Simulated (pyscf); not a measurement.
PySCF, gas phase, ωB97X-D3(BJ)/def2-SVP geometries.

SMILES: PO[SiH2][GaH2]
```xyz
10

P     -0.3083     3.0507    -1.6089
O     -0.5068     1.9443    -0.3849
Si     0.2243     0.4335    -0.2516
Ga    -0.5272    -0.6216     1.7604
H      1.1229     3.0373    -1.7249
H     -0.4440     2.1867    -2.7479
H     -0.1119    -0.3712    -1.4715
H      1.7125     0.6171    -0.2725
H     -0.0074    -2.0601     2.1266
H     -1.5323     0.0844     2.7349
```

Q: How much does it cost (ΔH, 298 K, ωB97M-D3(BJ)/def2-TZVP) to split `[PH2][O][SiH2][GaH2]` at its Ga–Si bond into •H₂Si–O–PH₂ + GaH₂•?

A: Ga–Si to •H₂Si–O–PH₂ + GaH₂•: 68.5 kcal/mol. The 7 functionals that were run give +63.4 (M06-2X) to +75.0 kcal/mol (ωB97X-D3(BJ)). The radicals are drawn with the spin at the cut bond; how far it spreads was not checked. •H₂Si–O–PH₂ lies 16.3 kcal/mol over its isomer H₃Si–O–PH•, and others may lie lower still (electronic energy, ωB97M-D3(BJ)). Elements up to Kr have no core potential and no relativistic terms here.
